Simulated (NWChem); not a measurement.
C3H2N2O; SMILES N1=CC=NC1=O

```xyz
8

O      0.0000     0.0000    -1.9507
C      0.0000     0.0000    -0.7636
N      0.0000     1.1979     0.0573
C      0.0000     0.7547     1.2495
C      0.0000    -0.7547     1.2495
N      0.0000    -1.1979     0.0573
H      0.0000     1.4009     2.1341
H      0.0000    -1.4009     2.1341
```
Atoms are numbered in this order, from 1.

The geometry was optimised at PBE0/def2-SVP.

Task: Give the principal values of the shielding tensors (ppm) of O1, C2, N3, C4 from B3LYP/6-31G* (spherical d), GIAO (NWChem), with their diamagnetic and paramagnetic parts as GIAO splits them.

Result: 
```
atom     σ11     σ22    σ33  isotropic  diamagnetic  paramagnetic
----  ------  ------  -----  ---------  -----------  ------------
O1    -788.1  -303.0  311.6     -259.8        401.9        -661.7
C2     -69.8    28.3   99.8       19.4        251.4        -232.0
N3    -396.6   -82.2  243.7      -78.4        323.9        -402.3
C4     -94.8    55.5  120.3       27.0        255.9        -228.9
```
